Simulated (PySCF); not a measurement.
An excited-state job on `[NH2][GeH]([GeH3])[GeH3]`.

Computed with TDDFT wB97X-D/def2-SVPD, vertical, gas phase, core orbitals frozen in the response (PySCF 2.14.0, density-fitted response routines). Geometry: GFN2-xTB. A driver script takes a list of jobs; this job's settings line and coordinates (Å) are shown.

Command:
```bash
OMP_NUM_THREADS=1 python probes_run.py task.json out
```

Input:
```
{"job": {"kind": "uv", "xc": "wB97X-D", "basis": "def2-SVPD", "nstates": 8, "ntriplets": 3}, "charge": 0, "multiplicity": 1}
N      0.210003     1.980565     0.582282
Ge    -0.086545     0.444538    -0.369551
Ge     1.847818    -1.008270    -0.465044
Ge    -2.114172    -0.494321     0.485723
H      1.057345     2.484063     0.353978
H      0.172688     1.888571     1.588958
H     -0.306188     0.993383    -1.775102
H      3.069617    -0.310500    -1.000706
H      2.297990    -1.526357     0.875850
H      1.713554    -2.242007    -1.308063
H     -2.002801    -0.945260     1.916759
H     -2.585705    -1.713328    -0.252636
H     -3.277992     0.449410     0.471232
```

Problem. Estimate the output.

Solution. 
```
coarse grid: 49616 points
cycle   1  E = -6290.4721282212  dE = -1.777e+00  |g| = 6.660e-01  |ddm| = 3.945e+00
cycle   2  E = -6290.4731217447  dE = -9.935e-04  |g| = 6.888e-01  |ddm| = 1.558e+00
cycle   3  E = -6290.5395183743  dE = -6.640e-02  |g| = 4.503e-02  |ddm| = 7.117e-01
cycle   4  E = -6290.5399859603  dE = -4.676e-04  |g| = 2.786e-02  |ddm| = 1.517e-01
cycle   5  E = -6290.5401448070  dE = -1.588e-04  |g| = 3.514e-03  |ddm| = 4.982e-02
cycle   6  E = -6290.5401504879  dE = -5.681e-06  |g| = 7.763e-04  |ddm| = 2.661e-02
final grid: 98456 points
cycle   7  E = -6290.5394303441  dE = -1.807e-06  |g| = 7.924e-04  |ddm| = 1.180e-02
cycle   8  E = -6290.5394304506  dE = -1.065e-07  |g| = 6.193e-04  |ddm| = 3.636e-03
cycle   9  E = -6290.5394304997  dE = -4.909e-08  |g| = 9.139e-05  |ddm| = 5.310e-04
cycle  10  E = -6290.5394305032  dE = -3.479e-09  |g| = 4.870e-05  |ddm| = 5.772e-04
cycle  11  E = -6290.5394305040  dE = -7.822e-10  |g| = 1.219e-05  |ddm| = 2.035e-04
converged SCF energy = -6290.5394305040

Static polarisability (au): isotropic 108.751, principal 90.622 103.516 132.116

Singlet excitations
state   eV       nm        f      main configurations
  1   5.6757    218.4   0.01274   H->L 0.48, H->L+1 0.47
  2   6.3482    195.3   0.22155   H->L 0.41, H->L+1 0.40, H->L+4 0.10
  3   6.7548    183.5   0.02899   H->L+3 0.64, H->L+2 0.25
  4   7.0072    176.9   0.08209   H->L+2 0.51, H->L+3 0.21, H->L+5 0.12
  5   7.0347    176.2   0.16719   H-1->L+1 0.32, H->L+4 0.27, H-1->L 0.20
  6   7.2480    171.1   0.01657   H->L+4 0.45, H-1->L 0.20, H-1->L+1 0.12
  7   7.4542    166.3   0.32204   H-1->L 0.35, H-1->L+1 0.28, H->L+5 0.09
  8   7.6084    163.0   0.06251   H->L+5 0.59, H-1->L+1 0.08

Triplet excitations (Tamm-Dancoff, eV): 5.3042 5.6902 6.3432
```

The SCF starts on a coarse grid where the log names one; the energy can jump when the final grid takes over, and dE then counts from the start density on the new grid. H and L stand for HOMO and LUMO; the number after each pair is its weight.

Problem. Give the mean polarisability as a volume in Å³, and the ratio of the largest to the smallest principal value.

Solution. 108.751 au × 0.148185 = 16.12 Å³; 132.116/90.622 = 1.46.

In short: HOMO -8.88 eV, LUMO 1.22 eV; lowest singlet 5.68 eV; lowest triplet 5.30 eV (Tamm–Dancoff); mean polarisability 108.8 au.

 Relativistic effects, spin–orbit coupling among them, are left out although an element past zinc is present.

Time: 1.7 min of wall time (grids of density and orbitals included); peak memory 0.97 GiB. Hardware: one thread of an Arm Neoverse N1, no GPU, shared host with 64 logical CPUs at a one-minute load of 60.

One conformer stands for the species.
Labels such as C1 count atoms from 1, the log's own numbers from 0.

The pairwise dispersion term of wB97X-D wasn't added to the energies; at a given geometry it leaves orbitals and properties as they are.
